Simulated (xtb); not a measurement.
Sn(F)(OH)(NH2)2 (FH₅N₂OSn), SMILES [NH2][Sn]([NH2])([OH])[F]. All values are semi-empirical tight-binding results from xtb (GFN2-xTB unless named), good for trends rather than for accurate numbers. The structure is a stationary point at GFN2-xTB. The structure was generated by enumeration; whether it is a known compound was not checked. One conformer was computed; it need not be the lowest.

Optimised geometry:

Bonds (Å): N1–Sn2 2.003, N1–H6 1.015, N1–H7 1.014, Sn2–N3 2.006, Sn2–O4 1.921, Sn2–F5 1.962, N3–H8 1.016, N3–H9 1.016, O4–H10 0.958. Angles (°): Sn2–N1–H6 110.8, Sn2–N1–H7 111.3, H6–N1–H7 106.7, N1–Sn2–N3 119.9, N1–Sn2–O4 110.3, N1–Sn2–F5 102.7, N3–Sn2–O4 107.7, N3–Sn2–F5 109.9, O4–Sn2–F5 105.3, Sn2–N3–H8 110.8, Sn2–N3–H9 109.4, H8–N3–H9 106.4, Sn2–O4–H10 114.6.

For metal compounds this method's bond lengths and energies can be far off.

orbital gap: 4.02 eV
zero-point energy: 38.5 kcal/mol
G − E(el) at 298.15 K (modified RRHO): 16.5 kcal/mol

Computed atomic charges and the Wiberg bond orders between heavy atoms:
charges (e) N1 -0.37, Sn2 0.49, N3 -0.37, O4 -0.48, F5 -0.34, H6 0.19, H7 0.18, H8 0.19, H9 0.19, H10 0.32. Bond orders N1–Sn2 0.80, Sn2–N3 0.80, Sn2–O4 0.87, Sn2–F5 0.78.
